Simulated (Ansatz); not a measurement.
Relaxation of BrClFH₃O₂Ti (9 atoms, charge 0, multiplicity 1), to a largest force component of 0.03 eV/Å in at most 50 steps.

All numbers below come from Ansatz 0.2.0, RHF/def2-SVP.

```xyz
9
Properties=species:S:1:pos:R:3
Ti -0.640 0.102 -0.372
F 0.456 -1.345 2.057
O 1.002 0.484 0.022
H 1.574 0.079 0.663
O -1.115 1.159 -1.644
H -1.746 1.390 -2.309
Cl -0.888 -1.985 -1.062
Br -2.198 0.555 1.561
H -0.268 -1.125 2.566
```

Question: Where does it end, and by what steps?

Answer: The forces met the threshold. The force dipped under the threshold on the way, but the program's further checks kept it going. After 32 steps the energy has fallen by 0.145 eV; F2 moved furthest, 1.12 Å.

| step | energy less start (eV) | largest force component (eV/Å) | accepted |
| --- | --- | --- | --- |
| 0 | 0.0000 | 0.622 | yes |
| 2 | -0.0598 | 0.743 | yes |
| 4 | -0.0720 | 0.235 | yes |
| 6 | -0.0818 | 0.214 | yes |
| 8 | -0.0928 | 0.231 | yes |
| 10 | -0.0994 | 0.129 | yes |
| 12 | -0.1022 | 0.154 | yes |
| 14 | -0.1087 | 0.283 | yes |
| 16 | -0.1111 | 0.196 | yes |
| 18 | -0.1143 | 0.043 | yes |
| 20 | -0.1170 | 0.221 | yes |
| 22 | -0.1198 | 0.518 | no |
| 24 | -0.1332 | 0.227 | yes |
| 26 | -0.1371 | 0.489 | no |
| 28 | -0.1429 | 0.051 | yes |
| 30 | -0.1448 | 0.047 | yes |
| 32 | -0.1450 | 0.019 | yes |

```xyz
9
Properties=species:S:1:pos:R:3
Ti -0.928 -0.184 -0.632
F 0.993 -0.582 2.676
O 0.692 -0.093 -0.072
H 1.221 -0.251 0.704
O -1.316 1.188 -1.610
H -1.056 2.015 -1.986
Cl -1.254 -2.063 -1.764
Br -2.267 -0.183 1.390
H 0.092 -0.535 2.777
```

Whether the end is a true minimum wasn't checked by a vibrational analysis.

The run took 30 s on 4 threads of AMD EPYC 9R45 96-Core Processor (Zen 5), on a shared host, peak memory 0.43 GiB.
